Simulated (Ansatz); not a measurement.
[BF4]- (BF₄⁻), 5 atoms. Hardware: 4 threads of Intel Xeon Platinum 8488C on a shared host.

Correlated methods freeze 5 core orbitals.

(1) How many basis functions does each of these Ansatz runs have, and roughly what does it cost? RPA@PBE/def2-TZVPD, charge -1 singlet, energy, from earlier orbitals; r2SCAN-D4/def2-TZVPD, charge -1 singlet, energy and forces, from earlier orbitals; r2SCAN-D4/def2-TZVPD, charge -1 triplet at the geometry of the charge -1 singlet, energy, from earlier orbitals; PBE-D4/def2-TZVPD, charge -1 triplet at the geometry of the charge -1 singlet, energy, from earlier orbitals; PBE-QIDH/def2-TZVPD, charge -1 singlet, energy, from earlier orbitals; PBE0-D4/def2-TZVPD, charge 0 doublet at the geometry of the charge -1 singlet, energy, from earlier orbitals; B97M-V/def2-TZVPD, charge -1 singlet, energy, from earlier orbitals; MP2/def2-TZVPD, charge -1 singlet, energy, from earlier orbitals; HF/STO-3G, charge -1 singlet, energy; CCSD(T)/def2-TZVPPD, charge -1 singlet, energy, from earlier orbitals; HSE06-D4/def2-TZVPD, charge -1 singlet, energy, from earlier orbitals; PBE-D4/def2-SVPD, charge -1 singlet, relaxation, 4 steps.

Answers

(1) Other jobs shared the machine, so times can vary by a factor of up to 3. A dash marks memory too small to be measured apart from the calling script's.

| run | functions | fitting or Cholesky vectors | wall time | peak host memory (GiB) |
| --- | --- | --- | --- | --- |
| HF/STO-3G, charge -1 singlet, energy | 25 | 356 | 0.1 s | – |
| HSE06-D4/def2-TZVPD, charge -1 singlet, energy, from earlier orbitals | 197 | 953 | 1.2 s | – |
| MP2/def2-TZVPD, charge -1 singlet, energy, from earlier orbitals | 197 | 1267 | 1.3 s | – |
| PBE-D4/def2-SVPD, charge -1 singlet, relaxation, 4 steps | 112 | 899 | 1.4 s | – |
| r2SCAN-D4/def2-TZVPD, charge -1 singlet, energy and forces, from earlier orbitals | 197 | 953 | 1.4 s | – |
| RPA@PBE/def2-TZVPD, charge -1 singlet, energy, from earlier orbitals | 197 | 1267 | 2 s | – |
| B97M-V/def2-TZVPD, charge -1 singlet, energy, from earlier orbitals | 197 | 953 | 2.1 s | – |
| PBE-QIDH/def2-TZVPD, charge -1 singlet, energy, from earlier orbitals | 197 | 1267 | 2.2 s | – |
| PBE-D4/def2-TZVPD, charge -1 triplet at the geometry of the charge -1 singlet, energy, from earlier orbitals | 197 | 953 | 3.1 s | – |
| PBE0-D4/def2-TZVPD, charge 0 doublet at the geometry of the charge -1 singlet, energy, from earlier orbitals | 197 | 953 | 5.5 s | 0.69 |
| r2SCAN-D4/def2-TZVPD, charge -1 triplet at the geometry of the charge -1 singlet, energy, from earlier orbitals | 197 | 953 | 6 s | – |
| CCSD(T)/def2-TZVPPD, charge -1 singlet, energy, from earlier orbitals | 197 | 1267 | 9 s | 1.5 |
